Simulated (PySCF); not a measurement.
**InO: frontier orbitals**

PBE0 at R = 2.085 Å; PySCF, spin-free X2C with a Gaussian nucleus, basis sets In x2c-SVPall, O x2c-SVPall. State: ²Π (doublet), unpaired electrons π ↑. Only the outer orbitals are listed, counted within each symmetry.

| spin | orbital | occ. | ε (eV) | on In (%) | main shells (%) |
| --- | --- | --- | --- | --- | --- |
| α | 12σ | 1 | -10.22 | 53 | 52 In s, 44 O p |
| α | 6π | 1 | -9.99 | 5 | 96 O p |
| α | 6π | 1 | -8.01 | 8 | 92 O p |
| α | 13σ | 1 | -6.91 | 59 | 44 In s, 41 O p, 14 In p |
| α | 7π | 0 | -1.58 | 97 | 97 In p |
| α | 7π | 0 | -1.38 | 95 | 94 In p |
| α | 14σ | 0 | 0.73 | 98 | 88 In p |
| β | 12σ | 1 | -9.85 | 63 | 62 In s, 34 O p |
| β | 6π | 1 | -7.20 | 11 | 89 O p, 9 In p |
| β | 13σ | 1 | -6.52 | 51 | 49 O p, 33 In s, 17 In p |
| β | 6π | 0 | -3.19 | 44 | 56 O p, 43 In p |
| β | 7π | 0 | -1.34 | 92 | 92 In p |
| β | 7π | 0 | -0.70 | 60 | 57 In p, 40 O p |

Question: Which are the highest filled and the lowest empty level, where do they sit, and how wide is the gap?

Answer: Highest filled β 13σ at -6.52 eV (in %: 49 O p, 33 In s, 17 In p); lowest empty β 6π at -3.19 eV (in %: 56 O p, 43 In p); the gap at PBE0 is 3.33 eV.

```
bond order (Mayer)                              : 0.93
⟨S²⟩                                            : 0.756
charge on In (Mulliken, basis-dependent)        : 0.44
charge on In (Löwdin, basis-dependent)          : 0.30
dipole moment (positive dipole means In(−)O(+)) : -2.46 D
polarisability along the bond                   : 45.0 bohr³
polarisability across the bond                  : 44.7 bohr³
```

Spin–orbit coupling is left out. The state was picked by a PBE0 search and need not be the measured ground state.
